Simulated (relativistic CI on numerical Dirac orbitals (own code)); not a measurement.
**Be⁺: sensitivity of the levels to the model**

Base calculation: Dirac-Coulomb-Breit CI, orbitals from a KLI potential per configuration, model QED (radiative potential, 1s self-energy scaled to tabulated hydrogen-like ionisation energies), valence Slater integrals scaled by 0.85, P86 correlation energy added to each configuration.

CI space (outside the closed core 1s2): 2s, 2p, 3s, 3p, 3d, 4s, 4p, 4d, 4f, 5s, 5p, 5g, 5f, 5d. Levels of other configurations are missing.

Variants: (1) Slater integrals left unscaled; (2) QED terms removed. Shifts of the energy above 2s 2S_1/2, in cm⁻¹, for the lowest level and the first level of each name with at least 55 % of one term (blank where a level changes its place among those of its configuration and J or its character, or is not in the variant):

```
     Level      Base  Δ(1)  Δ(2)  Measured
 2s 2S_1/2       0.0   0.0   0.0       0.0
2p 2P°_1/2   32727.1   0.0  +2.2   31928.7
2p 2P°_3/2   32732.1   0.0  +2.1   31935.3
 3s 2S_1/2   88975.0   0.0  +1.3   88231.9
3p 2P°_1/2   97498.2   0.0  +1.9   96495.3
3p 2P°_3/2   97499.3   0.0  +1.9   96497.3
 3d 2D_3/2   97699.6   0.0  +1.7   98054.6
 3d 2D_5/2   97700.2   0.0  +1.7   98055.1
 4s 2S_1/2  116576.2   0.0  +1.6  115464.4
4p 2P°_1/2  120039.3   0.0  +1.8  118760.5
4p 2P°_3/2  120039.6   0.0  +1.8  118761.3
 4d 2D_3/2  120208.9   0.0  +1.7  119421.2
 4d 2D_5/2  120209.1   0.0  +1.7  119421.4
4f 2F°_5/2  122387.3   0.0  +1.7  119446.6
```

For a near-neutral ion this model can misplace configurations by up to about 10,000 cm⁻¹ (more where the count of f electrons changes) and terms by 10 to 25 % of their spread. Rates follow the energies as ν³ (E1, M1) or ν⁵ (E2), so they and the lifetimes can be off by large factors. The fine structure of a lone outer electron comes out too small, for d and f at times inverted, and misplaced configurations move strength between like terms. 14 of the 14 excited levels that our extract of the measured tables holds in this range could be paired (the sources list more); they are missed by 1156 cm⁻¹ on average and 2941 at most, and levels without a partner can miss by more.

Measured levels: NIST Handbook of Basic Atomic Spectroscopic Data (Sansonetti and Martin, J. Phys. Chem. Ref. Data 34, 1559 (2005)).

Ionisation energy from the two ground configurations alone: base 18.58 eV. The NIST ASD value (measured) is 18.2111 eV.
